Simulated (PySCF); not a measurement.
## Relaxation of singlet RuO3

Level of theory: PBE0 in PySCF with Ru def2-SVP with ECP28, O def2-SVP; scalar-relativistic core potentials, no spin–orbit coupling; density-fitted integrals. A (50,194) grid was used.

A hand-made trigonal planar start, of D3h symmetry, held to at least that symmetry:

```xyz
4
charge 0 multiplicity 1, angstrom
Ru    0.0000    0.0000    0.0000
O     1.7100    0.0000    0.0000
O    -0.8550    1.4809    0.0000
O    -0.8550   -1.4809    0.0000
```

Optimiser trace:
| step | E − E(last) (kJ/mol) | largest gradient (Eh/bohr) |
| --- | --- | --- |
| 0 | 19.14 | 0.05030 |
| 1 | 3.13 | 0.02308 |
| 2 | 0.06 | 0.00309 |
| 3 | 0.00 | 0.00017 |
| 4 | 0.00 | 0.00000 |

It ends at D3h with Ru–O 1.661 Å (×3); O–Ru–O 120.0° (×3). A frequency run shows a minimum.

Final geometry:
Z-matrix (Å, degrees; charge 0 multiplicity 1):
```
Ru
O  1 1.6612
O  1 1.6612 2 120.00
O  1 1.6612 2 120.00 3 180.00
```

The relaxation took of the order of 17 core-seconds on a shared host.
